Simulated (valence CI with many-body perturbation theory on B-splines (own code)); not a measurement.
The numbers below are computed, except where a source is named.
**Energy levels of Sm31+**

Method: valence CI with perturbative core correlation (CI+MBPT): three valence electrons over a frozen Dirac-Fock core [Ar] 3d10, radial functions for each j: 11 s, 11 p, 10 d, 8 f, 5 g, 2 h, with the one-electron correlation potential Σ1 (screened to all orders), the two-electron term Σ2, the three-electron term Σ3, Breit, model QED; selected single and double excitations, second order for the rest, scaled by the run's own slope (own B-spline code, finite nucleus).

The last digits are not significant, and no measured levels were compared; by estimate large intervals hold to a few tenths of a per cent, small ones and those within an open d or f shell to about a per cent.

Levels 46 to 90 of 178, with energies above the lowest level, (4s^2 4p1/2) J=1/2. "Leading %" is the weight of the configuration and term that name the level; weights of strongly mixed levels are sums over their largest components and can fall short. In the jj column 3d3/2^4 stands for four electrons in 3d with j = 3/2.

| No. | Configuration | Term | J | E (Ry) | Leading % | Leading jj | g | Second component |
| --- | --- | --- | --- | --- | --- | --- | --- | --- |
| 46 | 4p²4d | ⁴F | 3/2 | 23.733 | 37 | 4p1/2 4p3/2 4d3/2 (95 %) | 0.950 | 31 % 4p²4d ²P |
| 47 | 4p²4d | ²G | 7/2 | 23.740 | 42 | 4p1/2 4p3/2 4d3/2 (86 %) | 1.052 | 28 % 4p²4d ²F |
| 48 | 4p²4d | ⁴D | 1/2 | 23.770 | 83 | 4p1/2 4p3/2 4d3/2 (98 %) | 0.142 | 15 % 4p²4d ²P |
| 49 | 4p²4d | ⁴D | 7/2 | 24.178 | 42 | 4p1/2 4p3/2 4d5/2 (94 %) | 1.303 | 39 % 4p²4d ⁴F |
| 50 | 4p²4d | ²G | 9/2 | 24.416 | 55 | 4p1/2 4p3/2 4d5/2 (93 %) | 1.201 | 40 % 4p²4d ⁴F |
| 51 | 4p²4d | ²D | 3/2 | 24.488 | 35 | 4p1/2 4p3/2 4d5/2 (54 %) | 1.091 | 31 % 4p²4d ⁴D |
| 52 | 4p²4d | ⁴P | 5/2 | 24.491 | 32 | 4p1/2 4p3/2 4d3/2 (44 %) | 1.209 | 20 % 4p²4d ²F |
| 53 | 4p²4d | ⁴D | 5/2 | 24.716 | 37 | 4p1/2 4p3/2 4d5/2 (55 %) | 1.176 | 30 % 4p²4d ²D |
| 54 | 4p²4d | ⁴P | 3/2 | 24.746 | 47 | 4p1/2 4p3/2 4d3/2 (51 %) | 1.468 | 39 % 4p²4d ²P |
| 55 | 4p²4d | ⁴P | 1/2 | 24.748 | 42 | 4p1/2 4p3/2 4d3/2 (91 %) | 1.885 | 27 % 4p²4d ²S |
| 56 | 4p²4d | ²F | 7/2 | 24.842 | 30 | 4p1/2 4p3/2 4d5/2 (72 %) | 1.096 | 20 % 4p²4d ²G |
| 57 | 4p²4d | ²D | 5/2 | 24.995 | 38 | 4p1/2 4p3/2 4d5/2 (73 %) | 1.197 | 23 % 4p²4d ⁴P |
| 58 | 4p²4d | ²D | 3/2 | 25.442 | 68 | 4p1/2 4p3/2 4d5/2 (85 %) | 0.880 | 11 % 4p²4d ²P |
| 59 | 4p²4d | ²P | 1/2 | 25.506 | 66 | 4p1/2 4p3/2 4d5/2 (90 %) | 1.026 | 27 % 4p²4d ²S |
| 60 | 4s4p4f | ⁴G | 5/2 | 25.556 | 72 | 4s 4p1/2 4f5/2 (86 %) | 0.691 | 14 % 4s4p4f ⁴F |
| 61 | 4s4p4f | ⁴G | 7/2 | 25.683 | 51 | 4s 4p1/2 4f7/2 (55 %) | 1.078 | 28 % 4s4p4f ⁴F |
| 62 | 4s4p4f | ⁴F | 3/2 | 25.890 | 58 | 4s 4p1/2 4f5/2 (83 %) | 0.575 | 21 % 4s4p4f ²D |
| 63 | 4s4p4f | ⁴G | 9/2 | 25.899 | 33 | 4s 4p1/2 4f7/2 (84 %) | 1.204 | 32 % 4s4p4f ⁴F |
| 64 | 4s4p4f | ⁴F | 5/2 | 25.935 | 35 | 4s 4p1/2 4f5/2 (56 %) | 1.087 | 27 % 4s4p4f ⁴D |
| 65 | 4s4p4f | ⁴D | 7/2 | 25.965 | 44 | 4s 4p1/2 4f7/2 (68 %) | 1.254 | 29 % 4s4p4f ²F |
| 66 | 4s4p4f | ²G | 7/2 | 26.494 | 44 | 4s 4p1/2 4f7/2 (49 %) | 0.980 | 22 % 4s4p4f ²F |
| 67 | 4s4p4f | ²D | 5/2 | 26.740 | 24 | 4s 4p1/2 4f7/2 (36 %) | 1.032 | 21 % 4s4p4f ²F |
| 68 | 4p²4d | ²P | 1/2 | 26.804 | 53 | 4p3/2^2 4d3/2 (62 %) | 1.084 | 25 % 4p²4d ⁴P |
| 69 | 4p²4d | ⁴P | 3/2 | 26.837 | 28 | 4p3/2^2 4d3/2 (82 %) | 1.149 | 24 % 4p²4d ²D |
| 70 | 4p²4d | ⁴D | 7/2 | 26.839 | 45 | 4p3/2^2 4d5/2 (80 %) | 1.273 | 24 % 4p²4d ²F |
| 71 | 4p²4d | ²D | 5/2 | 26.862 | 29 | 4p3/2^2 4d3/2 (61 %) | 1.173 | 20 % 4p²4d ⁴D |
| 72 | 4p²4d | ⁴F | 9/2 | 26.953 | 54 | 4p3/2^2 4d5/2 (80 %) | 1.233 | 26 % 4p²4d ²G |
| 73 | 4p²4d | ²F | 7/2 | 27.001 | 46 | 4p3/2^2 4d3/2 (54 %) | 1.075 | 8 % 4p²4d ²G |
| 74 | 4s4d² | ⁴F | 3/2 | 27.315 | 85 | 4s 4d3/2^2 (70 %) | 0.472 | 5 % 4s4p4f ⁴D |
| 75 | 4s4d² | ⁴F | 5/2 | 27.432 | 83 | 4s 4d3/2 4d5/2 (46 %) | 1.058 | 8 % 4s4p4f ⁴D |
| 76 | 4s4d² | ⁴P | 1/2 | 27.575 | 28 | 4p3/2^2 4d5/2 (45 %) | 2.037 | 22 % 4p²4d ²S |
| 77 | 4p²4d | ²D | 3/2 | 27.618 | 47 | 4p3/2^2 4d3/2 (66 %) | 0.984 | 25 % 4p²4d ²P |
| 78 | 4s4d² | ⁴F | 7/2 | 27.635 | 80 | 4s 4d3/2 4d5/2 (72 %) | 1.232 | 7 % 4s4p4f ⁴D |
| 79 | 4s4d² | ⁴P | 1/2 | 27.852 | 64 | 4s 4d3/2^2 (32 %) | 2.400 | 17 % 4p²4d ²S |
| 80 | 4s4d² | ⁴P | 3/2 | 27.876 | 22 | 4s 4d3/2 4d5/2 (32 %) | 1.185 | 14 % 4s4p4f ²D |
| 81 | 4p²4d | ²D | 5/2 | 27.878 | 48 | 4p3/2^2 4d5/2 (60 %) | 1.246 | 16 % 4s4d² ⁴P |
| 82 | 4s4d² | ⁴F | 9/2 | 27.916 | 65 | 4s 4d5/2^2 (45 %) | 1.292 | 20 % 4s4p4f ⁴G |
| 83 | 4s4d² | ⁴P | 3/2 | 28.025 | 73 | 4s 4d3/2 4d5/2 (64 %) | 1.557 | 7 % 4p²4d ²D |
| 84 | 4s4d² | ²G | 9/2 | 28.038 | 45 | 4s 4d3/2 4d5/2 (31 %) | 1.150 | 20 % 4s4p4f ²G |
| 85 | 4s4d² | ⁴P | 5/2 | 28.044 | 42 | 4s 4d3/2 4d5/2 (41 %) | 1.356 | 26 % 4p²4d ²D |
| 86 | 4p²4d | ²D | 5/2 | 28.071 | 26 | 4p3/2^2 4d5/2 (52 %) | 1.179 | 15 % 4s4p4f ²F |
| 87 | 4s4d² | ²G | 7/2 | 28.236 | 56 | 4s 4d3/2 4d5/2 (46 %) | 0.926 | 25 % 4s4p4f ²G |
| 88 | 4s4p4f | ⁴G | 11/2 | 28.353 | 100 | 4s 4p3/2 4f7/2 (100 %) | 1.271 |  |
| 89 | 4s4d² | ²D | 3/2 | 28.406 | 48 | 4s 4d3/2 4d5/2 (35 %) | 0.844 | 9 % 4p²4d ²D |
| 90 | 4s4p4f | ⁴F | 5/2 | 28.499 | 36 | 4s 4p3/2 4f5/2 (63 %) | 1.161 | 23 % 4s4p4f ⁴D |

Where two levels of one J and parity lie close, their mixing, g and order are uncertain.
